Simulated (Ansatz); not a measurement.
H3GaS3, SMILES `[SH][Ga]([SH])[SH]` with one electron removed (charge 1, multiplicity 2), frozen-core CCSD(T)/cc-pVTZ // B3LYP-D3(BJ)/def2-TZVP (Ansatz, a quantum-chemistry and plane-wave program). The run hit its time limit unfinished.

Ansatz 0.2 input:
```yaml
crystal:
  periodic: [false, false, false]
  atoms:
    - { symbol: S, position_ang: [0.547529, 1.262946, -1.334305] }
    - { symbol: Ga, position_ang: [0.122499, -0.202583, 0.270313] }
    - { symbol: S, position_ang: [-1.906419, -0.939503, 0.751143] }
    - { symbol: S, position_ang: [1.793696, -0.994722, 1.478407] }
    - { symbol: H, position_ang: [-0.735822, 1.385654, -1.713404] }
    - { symbol: H, position_ang: [-2.508181, -0.202695, -0.197867] }
    - { symbol: H, position_ang: [2.723902, -0.280042, 0.821624] }
basis:
  gaussian: { orbitals: cc-pVTZ }
correlation:
  method: ccsd_t
total_charge: 1
magnetization:
  spin_polarized: true
  initial_magnetization: 1
```

The last lines of the output:

```
mean field -84830.97852567 eV, -3117.4809603159 hartree, gradient 2.1e-6 eV, S^2 0.764340; 12 other end points of the search recorded, 0 dependent functions left out
determinant -84830.97852567 eV, -3117.4809603159 hartree, with singles and doubles -84850.15837748 eV, -3118.1858068693 hartree
determinant -84830.90194336 eV, -3117.4781459679 hartree, with singles and doubles -84850.10931781 eV, -3118.1840039598 hartree
determinant -84830.85207999 eV, -3117.4763135229 hartree, with singles and doubles -84850.08638905 eV, -3118.1831613433 hartree
determinant -84830.54236482 eV, -3117.4649317004 hartree, with singles and doubles -84850.12985470 eV, -3118.1847586764 hartree
determinant -84830.49437163 eV, -3117.4631679832 hartree, with singles and doubles -84849.99146731 eV, -3118.1796730338 hartree
determinant -84830.41955851 eV, -3117.4604186518 hartree, with singles and doubles -84849.94887976 eV, -3118.1781079701 hartree
determinant -84829.68501499 eV, -3117.4334246753 hartree, with singles and doubles -84849.05189712 eV, -3118.1451444661 hartree
determinant -84829.60832110 eV, -3117.4306062266 hartree, with singles and doubles -84848.82382866 eV, -3118.1367631049 hartree
determinant -84830.97852567 eV, -3117.4809603159 hartree, with singles and doubles -84850.04383668 eV, -3118.1815975726 hartree
determinant -84830.90194336 eV, -3117.4781459679 hartree, with singles and doubles -84849.99463687 eV, -3118.1797895129 hartree
determinant -84830.85207999 eV, -3117.4763135229 hartree, with singles and doubles -84849.96983085 eV, -3118.1788779084 hartree
determinant -84830.54236482 eV, -3117.4649317004 hartree, with singles and doubles -84850.01252603 eV, -3118.1804469276 hartree
determinant -84830.97852567 eV, -3117.4809603159 hartree, with singles and doubles -84850.06899544 eV, -3118.1825221399 hartree
determinant -84830.90194336 eV, -3117.4781459679 hartree, with singles and doubles -84850.02445501 eV, -3118.1808853092 hartree
determinant -84830.85207999 eV, -3117.4763135229 hartree, with singles and doubles -84850.00148261 eV, -3118.1800410894 hartree
determinant -84830.54236482 eV, -3117.4649317004 hartree, with singles and doubles -84850.01739649 eV, -3118.1806259136 hartree
determinant -84830.49437163 eV, -3117.4631679832 hartree, with singles and doubles -84850.00172800 eV, -3118.1800501071 hartree
determinant -84830.41955851 eV, -3117.4604186518 hartree, with singles and doubles -84849.95163530 eV, -3118.1782092342 hartree
```
